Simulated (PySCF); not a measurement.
Geometries of 2 isomers of C2H7NSeSi2, from PBE0-D3(BJ)/def2-SVP geometry optimisation, gas phase (PySCF 2.14.0). One conformer each, no zero-point energy, no frequencies.

Question: Which isomer lies lower at this level?
A.
```xyz
13
angstrom
N      0.022    2.430   -0.683
C     -0.730    1.585   -0.429
C     -1.603    0.470   -0.137
Si    -0.746   -1.186   -0.550
Se     1.097   -1.516    0.731
Si     2.533   -0.083   -0.366
H     -1.871    0.474    0.932
H     -2.535    0.555   -0.722
H     -0.413   -1.185   -2.003
H     -1.700   -2.282   -0.218
H      2.068    0.095   -1.771
H      3.859   -0.765   -0.340
H      2.626    1.222    0.339
```
B.
```xyz
13
angstrom
C      1.503   -0.203   -2.372
C      1.007    0.342   -1.401
Si     0.237    1.090    0.090
Se     1.812    1.814    1.583
Si    -0.959   -0.616    1.165
N     -1.681   -1.534   -0.112
H      1.949   -0.674   -3.230
H     -0.606    2.237   -0.359
H      2.208    2.965    0.756
H     -2.034   -0.059    2.041
H      0.013   -1.330    2.064
H     -1.106   -1.770   -0.915
H     -2.337   -2.279    0.097
```

Answer: A. That is `N#CC[SiH2][Se][SiH3]`, 29.9 kcal/mol below the other.

```json
{"SMILES": "N#CC[SiH2][Se][SiH3]", "atoms numbered as above": "[N:1]#[C:2][CH2:3][SiH2:4][Se:5][SiH3:6]", "E (Eh)": "-3114.49633", "relative (kcal/mol)": "0.0", "relative (kJ/mol)": "0.0", "dipole (D)": "2.77"}
{"SMILES": "C#C[Si@H]([SeH])[SiH2]N", "atoms numbered as above": "[CH:1]#[C:2][Si@H:3]([SeH:4])[SiH2:5][NH2:6]", "E (Eh)": "-3114.44873", "relative (kcal/mol)": "29.9", "relative (kJ/mol)": "125.0", "dipole (D)": "2.18"}
```

As drawn, the lower has a C≡N group, which the higher lacks; the higher has a C≡C bond, an N–H bond and an Si–Si bond, which the lower lacks.
